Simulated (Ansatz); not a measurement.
An input meant for SiF₅, that is [SiF5]- with one electron fewer (charge 0, doublet).

```yaml
crystal:
  periodic: [false, false, false]
  atoms:
    - {symbol: Si, position_ang: [0.000086, 0.000116, 0.000002]}
    - {symbol: F, position_ang: [-0.017434, -0.005627, 1.687888]}
    - {symbol: F, position_ang: [0.018566, 0.007067, -1.687867]}
    - {symbol: F, position_ang: [1.654213, 0.010091, 0.017680]}
    - {symbol: F, position_ang: [-0.838158, 1.426227, -0.003569]}
    - {symbol: F, position_ang: [-0.817282, -1.437864, -0.014124]}
basis:
  gaussian: {orbitals: aug-cc-pVDZ}
magnetization: {spin_polarized: true, initial_magnetization: 1}
hamiltonian: {xc: {name: HF}}
correlation: {active_space: {window: {electrons: 6, orbitals: 2}}}
scf: {omitted_lower_state_checks: [starts]}
```

```sh
$ ansatz run in.yaml --threads 4 --pin off --events-out ev --progress --plain --max-ram 3916MiB
```

It prints (some lines left out):

```
Error: invalid value for `correlation.active_space`: it starts from restricted Hartree–Fock orbitals; set hamiltonian.xc: hf without magnetization.spin_polarized
```
